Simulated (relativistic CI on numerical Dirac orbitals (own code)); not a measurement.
One change at a time: Cu XV

Base calculation: Dirac-Coulomb-Breit CI, orbitals from a KLI potential per configuration, model QED, unscaled Slater integrals.

CI space (outside the closed core [Ne]): 3s²3p³, 3s3p⁴, 3s²3p²3d, 3p⁵, 3s3p³3d, 3p⁴3d, 3s3p²3d², 3s²3p²4s, 3s²3p3d4p, 3p⁴4s, 3s²3p²4p, 3p⁴4p, 3s3p²3d4s, 3s²3p3d², 3s²3d³, 3s3p3d³, 3s²3d²4s, 3s²3d²4p, 3p³3d², 3p²3d³, 3p²3d²4s, 3p²3d²4p, 3s²3p3d4s, 3s3p3d²4s, 3s²3d4s², 3s²3d4s4p. Double excitations out of closed p, d and f shells are left out; levels of such configurations are missing from the list, as are those of other unlisted configurations, and high levels can miss mixing partners.

Variants: (1) non-relativistic limit. Shifts of the energy above 3s²3p³ ⁴S°3/2, in cm⁻¹, for the lowest level and the first level of each name with at least 55 % of one term (blank where a level changes its place among those of its configuration and J or its character, or is not in the variant):

```
         Level    Base    Δ(1)
 3s²3p³ ⁴S°3/2       0       0
 3s²3p³ ²D°3/2   51540   +4937
 3s²3p³ ²D°5/2   61415   -4938
 3s²3p³ ²P°1/2   95156   -5709
 3s²3p³ ²P°3/2  109849  -20402
   3s3p⁴ ⁴P5/2  337403  -19633
   3s3p⁴ ⁴P3/2  354773  -37003
   3s3p⁴ ⁴P1/2  361635  -43865
   3s3p⁴ ²D3/2  421858  -28229
   3s3p⁴ ²D5/2  426568  -32940
3s²3p²3d ⁴F3/2  519672        
3s²3p²3d ⁴F5/2  526607   -6616
3s²3p²3d ⁴F7/2  537116  -17125
3s²3p²3d ²F5/2  542305
```

At this charge energies of transitions that change n are usually good to better than 1 %, and those within a shell (Δn = 0) to a few per cent.

Ionisation energy from the two ground configurations alone: base 477.27 eV. The NIST ASD value (semi-empirical) is 483.1 eV.

LS names give the leading component of a level, which can be under half, so a name can repeat, a term be missing and a line seem to break the LS rules.
